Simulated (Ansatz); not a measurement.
Reaction (formal exchange of groups at the Se–C bond): `BC/N=C/[SeH]` + `N[SiH3]` → `N[SiH2][SeH]` + `BCN=C`

Gas-phase electronic energies from Ansatz, PBE0-D4/def2-TZVP geometries. CBS: MP2 limit from def2 TZ/QZ plus the TZ coupled-cluster correction, frozen cores. This one scheme is used for every species. For Se outer-core shells are correlated without core-valence functions, which leaves a few kJ/mol of doubt a bond. Scalar relativity is left out up to krypton. Each species was taken in one conformer, which may not be the lowest.

| species | CCSD(T)/def2-TZVPP energy (Eh) |
| --- | --- |
| `BC/N=C/[SeH]` | -2559.19446 |
| `N[SiH3]` | -346.74578 |
| `N[SiH2][SeH]` | -2746.90663 |
| `BCN=C` | -159.07004 |

(1) Work out ΔE.

Largest T1 diagnostic among the species: 0.012.

## Answers

(1) ΔE = (-2746.90663) + (-159.07004) − (-2559.19446) − (-346.74578) = -0.03643 Eh = -0.99 eV. CCSD(T)/CBS gives -1.06 eV.

From PBE to PBE0 (25 % exact exchange), in def2-TZVPP and without D4, ΔE moves by −0.07 eV. In def2-TZVPP, CCSD(T) changes the Hartree–Fock value by +0.09 eV (the triples alone add +0.02 eV) and MP2 by +0.10 eV.
